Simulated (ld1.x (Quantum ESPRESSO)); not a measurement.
**tellurium, TM semilocal: configuration errors across variants**

ld1.x (Quantum ESPRESSO) 7.5 input, shortened:

```
&input
   title='Te', zed=52., rel=1, dft='PBE', iswitch=3,
   config='[Kr] 4d10 5s2 5p3.5 5d-2'
 /
 &inputp
   pseudotype=1, tm=.true., lloc=0,
   nlcc=.true., rcore=1.30
 /
3
5P  2  1   3.50   0.00  1.85  1.85  0.0
5D  3  2  -2.00   0.50  1.75  1.75  0.0
5S  1  0   2.00   0.00  1.45  1.45  0.0
 &test
   configts(1)='5s2 5p3.5'
 /
```

All-electron excitation energies from the reference (eV): (1) 5s2 5p4 -3.897; (2) 5s2 5p3 5.831; (3) 5s2 5p2 23.756; (4) 5s1 5p5 5.358; (5) 5s0 5p6 14.804; (6) 5s2 5p4.3 -5.366; (7) 5s2 5p0 87.137.

In the semilocal form every listed channel keeps its own potential, so the choice of the local channel does not act on these tests. It acts once the file is put into the separable form.

A semilocal file is local in each channel, so a ghost entry of none says nothing of the separable form that plane-wave codes build from it.

4 further variants failed, have other tests or too few solved ones, and are left out.

A true bound ghost makes a file unfit for plane-wave use even where its test errors are small: the radial tests pick states by their node count and pass the ghost by.

Errors AE − PS in meV (a dash: test not solved or not reliable):

| change | (1) | (2) | (3) | (4) | (5) | (6) | (7) | bound ghosts |
| --- | --- | --- | --- | --- | --- | --- | --- | --- |
| base | +1.0 | -1.7 | -14 | -13 | -56 | +1.6 | -179 | none |
| wave 5d channel at 0.5 Ry: rc 1.75 bohr becomes 5d channel at 0.45 Ry: rc 1.75 bohr | +1.0 | -1.7 | -14 | -13 | -56 | +1.6 | -179 | none |
| wave 5d channel at 0.5 Ry: rc 1.75 bohr becomes 5d channel at 0.5 Ry: rc 2.50 bohr | +1.0 | -1.7 | -14 | -13 | -56 | +1.6 | -179 | none |
| form changed from semilocal to separable (Kleinman–Bylander), still TM; local potential all-electron potential smoothed inside 1.45 bohr (lloc = -1) | +3.0 | +1.1 | +17 | -10 | -22 | +6.2 | -246 | d, s |
| wave 5p (bound): rc 1.85 bohr becomes 5p (bound): rc 2.04 bohr | +0.9 | -1.8 | -15 | -15 | -65 | +1.4 | -173 | none |
| wave 5s (bound): rc 1.45 bohr becomes 5s (bound): rc 1.54 bohr | +1.0 | -1.8 | -15 | -10 | -45 | +1.5 | -195 | none |
| wave 5d channel at 0.5 Ry: rc 1.75 bohr becomes 5d channel at 0.5 Ry: rc 1.36 bohr | +1.0 | -1.7 | -14 | -13 | -56 | +1.6 | -179 | none |

Question: Give the same row for: core correction a·sin(br)/r model core inside 1.44 bohr.

Answer: +1.0, -1.7, -14, -12, -54, +1.6, -178; bound ghosts: none.
